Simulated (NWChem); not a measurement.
Molecule: TiO2; SMILES [O]=[Ti]=[O]

```xyz
3

Ti     0.0000     0.0000     0.3963
O      1.3256     0.0000    -0.5271
O     -1.3256     0.0000    -0.5271
```
Atoms are numbered in this order, from 1.

Level: PBE0/def2-SVP (NWChem), optimised geometry, unscaled harmonic frequencies. 

| frequency (cm⁻¹) | IR intensity (km/mol) |
|---|---|
| 366 | 12.4 |
| 1061 | 390.0 |
| 1106 | 43.4 |

```json
{
  "zero_point_energy": "3.6 kcal/mol",
  "thermal correction to the enthalpy at 298.15 K (with zero-point energy)": "6.2 kcal/mol",
  "heat capacity Cv": "8.1 cal/(mol K)",
  "entropy at 298.15 K and 1 atm (symmetry number 2)": "61.4 cal/(mol K)",
  "dipole_moment": "6.66 D"
}
```

Rigid rotor and harmonic oscillator.
